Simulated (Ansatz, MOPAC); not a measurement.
**C7H8 (SMILES Cc1ccccc1): the atomisation enthalpy at 298 K, rung by rung**

C7H8 has 15 atoms, charge 0, and is taken as a singlet. SMILES: `Cc1ccccc1`. Geometry: relaxed at PBE0-D4/def2-TZVP.

Each level gives the atomisation enthalpy at 298 K (kJ/mol). The values are calculated. The thermal term (zero-point and 298 K enthalpy, harmonic and unscaled) is that of MNDO; the spin-orbit lowering of the free atoms at 298 K, 0.1 kJ/mol by their spectra, is taken off.

**What was measured.** Active Thermochemical Tables gives the atomisation enthalpy at 298 K of the gas as 6712 kJ/mol.

```csv
level,kind,program,value (kJ/mol),computed − measured,CPU time (all runs)
HF/6-31G* (spherical functions),Hartree–Fock,Ansatz,4945,-1767,7.4 s
SVWN5/6-31G* (spherical functions),LDA,Ansatz,7753,+1041,10 s
BLYP/6-31G* (spherical functions),GGA,Ansatz,6651,-61,15 s
r2SCAN/6-31G* (spherical functions),meta-GGA,Ansatz,6726,+14,26 s
BHLYP/6-31G* (spherical functions),global hybrid,Ansatz,6476,-236,19 s
wB97X/6-31G* (spherical functions),range-separated hybrid,Ansatz,6700,-12,56 s
MP2/6-31G* (spherical functions),perturbation theory,Ansatz,6317,-395,9.2 s
CCSD(T)/6-31G* (spherical functions),coupled cluster or CI,Ansatz,6183,-529,1.7 min
CCSD/6-31G* (spherical functions),coupled cluster or CI,Ansatz,6098,-614,63 s
```

Nearest: wB97X/6-31G* (spherical functions) (-12 kJ/mol); farthest: HF/6-31G* (spherical functions) (-1767 kJ/mol). Computed less measured by kind, in kJ/mol (of the ab initio rows, those in 6-31G*): Hartree–Fock -1767; LDA +1041; GGA -61; meta-GGA +14; global hybrid -236; range-separated hybrid -12; perturbation theory -395; coupled cluster or CI -614 to -529. Wave-function methods converge slowly with the basis and bind too weakly in sets of this size; that is part of their error here. Times are those of the runs behind each value, whatever else they computed, on shared processors of several kinds: orders of magnitude only.
